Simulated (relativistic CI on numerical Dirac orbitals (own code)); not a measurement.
## Pd+: 4s photoemission

Computed with this model: Dirac-Coulomb-Breit CI, orbitals from a KLI potential per configuration, model QED (radiative potential, 1s self-energy scaled to tabulated hydrogen-like ionisation energies), multiplet model of photoemission in the sudden approximation, unscaled Slater integrals; configurations [Kr] 4d9 → [Ar] 3d10 4s 4p6 4d9; 300 K; Lorentzian 2.8 eV and Gaussian 0.6 eV FWHM. Energies are those of the free ion, without screening or charge transfer. The energies are binding energies and can lie tens of eV above those of solids. Without intra-shell correlation the exchange splitting of an s hole comes out too large, often by half or more. S is read from ⟨S²⟩ = S(S + 1).

free ion: ground-state S = 0.50, centroid 112.09 eV. Peaks (eV, height): 111.4 (100), 114.6 (40).

Strongest unbroadened transitions for free ion:

| Energy (eV) | Relative strength |
| --- | --- |
| 111.17 | 100.0 |
| 111.43 | 33.3 |
| 115.10 | 38.1 |
